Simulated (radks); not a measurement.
Values are calculated unless marked as measured or tabulated.
Coulomb parameter of the 4f shell of the dysprosium ion Dy2+ in the model configuration [Xe] 4f8 5d2, as a second difference U = [E(n + 0.5) + E(n - 0.5) - 2 E(n)] / (0.5)^2 with all orbitals relaxed. "Bare": the charge of the atom changes with n. "Screened": the 5d shell takes up the change at fixed total charge, which measures U(4f,4f) + U(5d,5d) - 2 U(4f,5d). Level of theory: scalar-relativistic Kohn-Sham, PBE, spin-unpolarised, spherical densities, point nucleus (a radial shooting solver on a logarithmic mesh with Libxc functionals).

case              configuration  E - E(n) (eV)
start              [Xe] 4f8 5d2          0.000
bare +0.5        [Xe] 4f8.5 5d2        -12.926
bare -0.5        [Xe] 4f7.5 5d2         17.497
screened +0.5  [Xe] 4f8.5 5d1.5         -6.059
screened -0.5  [Xe] 4f7.5 5d2.5          7.511

U(bare) = 18.284 eV, U(screened by 5d) = 5.806 eV, against the Slater integral F0(4f,4f) = 32.711 eV with frozen orbitals.
